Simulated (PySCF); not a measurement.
Si(F)(Me)3 (C₃H₉FSi), SMILES C[Si](C)(F)C.

The structure is a stationary point at B3LYP-D3(BJ)/def2-SVP.

The numbers are results of PBE/def2-TZVP run with PySCF, not measurements.

Symmetry labels are those of the subgroup Cs that the program uses (full group C3v).

Computed valence orbital energies around the gap with their symmetry:
```csv
orbital,symmetry,energy (eV)
HOMO−7,A',-9.82
HOMO−6,A",-9.82
HOMO−5,A',-9.38
HOMO−4,A",-9.35
HOMO−3,A",-9.15
HOMO−2,A',-9.15
HOMO−1,A",-7.23
HOMO,A',-7.23
LUMO,A',0.10
LUMO+1,A',0.70
LUMO+2,A',1.17
LUMO+3,A",1.17
```
